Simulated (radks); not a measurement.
Results of a calculation; reference values are marked as such.
Spherical quantum dot in the effective-mass picture: electrons in a hard-walled sphere of radius 5.46, all in effective atomic units (hartree* = m*/eps^2 hartree, bohr* = eps/m* bohr), one dielectric constant everywhere. Level of theory: non-relativistic Kohn-Sham, PBE, spin-polarised, spherical densities (a radial shooting solver with Libxc functionals). Levels are named by radial order and angular momentum (1s, 1p, 1d, 2s, ...), and open shells are averaged over m. Results are scaled to m* = 0.227 and eps = 4.4, for which hartree* = 319.1 meV and bohr* = 1.026 nm.

N = 10, configuration 1s2 1p6 1d(up 2, down 0). This is the lowest configuration that the search found. Occupied and some empty levels:

level,occupation,eigenvalue (meV),<r> (nm)
1s up,1,776.09,3.650
1s down,1,783.56,3.614
1p up,3,806.36,3.818
1p down,3,814.64,3.797
1d up,2,857.57,3.961
1d down,0,866.53,3.948
1f up,0,926.72,4.079
1f down,0,936.18,4.071
2s up,0,967.63,2.568
2s down,0,970.01,2.574
2p up,0,1058.8,2.960
2p down,0,1062.4,2.958

Energy (meV): total 4443.07, kinetic 1312.7, external 0, Hartree 3932.3, exchange-correlation -801.88.

Electron density:

r (nm),n(r) (e/nm^3)
0.295,0.002136
0.574,0.002538
0.853,0.003249
1.13,0.004314
1.41,0.005795
1.69,0.007746
1.97,0.01020
2.25,0.01314
2.53,0.01645
2.81,0.01993
3.08,0.02317
3.36,0.02566
3.64,0.02677
3.92,0.02590
4.20,0.02276
4.48,0.01752
4.76,0.01114
5.04,0.005288
5.32,0.001357
5.60,2.729e-06
